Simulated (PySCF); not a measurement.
Which functional comes closest?

Molecule: SMILES CCOC(C)(C)C, C6H14O.

Numbering as in the mapped SMILES `[CH3:1][CH2:2][O:3][C:4]([CH3:5])([CH3:6])[CH3:7]`; H(Xn) means a hydrogen on atom n.

Geometry PBE0-D3(BJ)/def2-SVP throughout; GIAO in PySCF, gas phase, one conformer, non-relativistic; equivalent atoms averaged; basis pcSseg-1.

Reference values (measured; solution, not stated per compound (mostly CDCl3 or CCl4); Pretsch, Buehlmann, Badertscher, Structure Determination of Organic Compounds, 4th ed. (2009)): δ(C2) = 56.8 ppm, δ(C1) = 16.4 ppm. Computed shifts are taken against TMS, calculated as an isolated molecule at each level.

**Question.** How do the functionals BP86, OPBE, KT2, PBE0, WP04, B97-2, CAM-B3LYP, LC-wPBE perform against the reference? Times are CPU seconds on shared hosts with different chips, so compare them loosely.

**Answer.** 
```tsv
functional	kind	C2	C1	mean abs. error C	core-s
BP86	GGA	59.8	18.5	2.6	39
OPBE	GGA	56.9	18.0	0.9	44
KT2	GGA	58.8	18.2	1.9	40
PBE0	global hybrid	57.1	18.1	1.0	43
WP04	global hybrid	60.0	19.5	3.2	27
B97-2	global hybrid	57.1	18.5	1.2	26
CAM-B3LYP	range-separated hybrid	57.6	18.4	1.4	36
LC-wPBE	range-separated hybrid	55.8	17.7	1.2	47
```

For 13C the closest is OPBE (0.9 ppm, with PBE0, LC-wPBE practically level) and the furthest WP04 (3.2 ppm). One molecule is a small sample, and vibrational and solvent effects are absent from the calculation.
